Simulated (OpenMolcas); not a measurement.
**Fe VI: Racah parameters, worked from levels**

```json
{
 "Program": "OpenMolcas 26.06",
 "Basis": "ANO-L-VQZP [7s6p4d3f2g]",
 "Scalar Hamiltonian": "non-relativistic, point nucleus",
 "Active space": "3 electrons in 5 orbitals (3d)",
 "State averaging": "2S+1 = 4 even, 10 roots; 2S+1 = 2 even, 40 roots",
 "Spin-orbit coupling": "RASSI with atomic mean-field integrals over the reference wave functions, term energies averaged over their components"
}
```

Methods: CASSCF; MS-CASPT2, IPEA 0.25 Eh, imaginary shift 0.1 Eh (closed shells correlated: 3s 3p). Measured levels: Corliss and Sugar, J. Phys. Chem. Ref. Data 11, 135 (1982).

**Racah parameters.** Above ⁴F, d3 has ⁴P at 15B, ²G at 4B + 3C and ²H at 9B + 3C. The first two fix B and C, and the third tests them; where it misses by thousands of cm-1, two parameters do not describe the configuration (Trees and configuration-interaction terms are left out) and B and C hang on the terms chosen. Term energies are centres of gravity, weighted by 2J + 1.

| Source | ⁴P | ²G | B | C | C/B | ²H from B, C | ²H found |
| --- | --- | --- | --- | --- | --- | --- | --- |
| CASSCF | 22453 | 23028 | 1497 | 5680 | 3.79 | 30513 | 30580 |
| MS-CASPT2 | 18506 | 19844 | 1234 | 4970 | 4.03 | 26016 | 28212 |
| measured | 18079 | 19841 | 1205 | 5007 | 4.16 | 25866 | 27822 |

Energies in cm-1. From CASSCF to MS-CASPT2, B changes by -17.6 % and C by -12.5 %. Against the measured terms, MS-CASPT2 has B off by +2.4 % and C by -0.7 %.

CASPT2 breaks the degeneracy within a term, and the mean is taken; among the terms shown or strongly mixed into the levels shown the widest spread is 730 cm-1 (3d³ ⁴F, MS-CASPT2). Without dynamic correlation excited terms often stand tens of per cent too high (terms of higher spin than the ground term too low), and those without a measured partner can miss by more than the paired ones (holds for CASSCF). Measured partners are found by configuration, term and J. A level has none where our copy of the source lacks it or the pairing is in doubt (some pairs that miss far off the trend of their configuration count as doubtful), and it then counts in no deviation. Levels of configurations outside the active space are missing.
